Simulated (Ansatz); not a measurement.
Energy needed to pull apart CH3BOS, closed shell, into free ground-state atoms, from the structure below (at a frame of a short PBE0-D4/def2-SVP trajectory); no zero-point or spin–orbit terms; open-shell atoms are treated unrestricted, in their ground-state multiplicity.

B1  (-1.030, 0.424, -0.464)
O2  (-0.248, 0.591, 0.680)
C3  (0.700, -0.335, 0.396)
S4  (0.085, -0.703, -1.271)
H5  (-2.081, 0.966, -0.756)
H6  (1.733, 0.048, 0.383)
H7  (0.709, -1.173, 1.099)
(Å)

Program: Ansatz 0.2.0. Basis: def2-TZVPP. Cores are frozen in the correlated methods.

```json
{"method": "PBE-D4", "atomization energy (eV)": "?"}
{"method": "r2SCAN-D4", "atomization energy (eV)": "28.82"}
{"method": "PBE0-D4", "atomization energy (eV)": "28.83"}
{"method": "wB97M-V", "atomization energy (eV)": "28.76"}
{"method": "HF", "atomization energy (eV)": "?"}
{"method": "MP2", "atomization energy (eV)": "28.52"}
{"method": "CCSD", "atomization energy (eV)": "27.09"}
{"method": "CCSD(T)", "atomization energy (eV)": "27.65"}
```

What does PBE-D4 give? (To be estimated.)

Computed: 29.52 eV, which is about 1.86 eV more than CCSD(T)/def2-TZVPP.

What does HF give? (To be estimated.)

Computed: 20.38 eV, which is about 7.27 eV less than CCSD(T)/def2-TZVPP.

In triple zeta the MP2 and coupled-cluster atomization energies are still short of their basis limit by a few kcal/mol a bond, whereas those of the functionals are nearly converged, so these differences are not deviations from converged CCSD(T).

The T1 diagnostic stays at or below 0.016.

For scale, one of the runs: CCSD(T)/def2-TZVPP forces, 177 basis functions, launched by `ansatz run in.yaml --threads 2 --pin off --events-out ev --progress --plain --max-ram 3481MiB`. Hardware: 2 CPU threads of an AMD EPYC 9R45, shared host. Wall time 100 s; peak host memory 3 GiB.
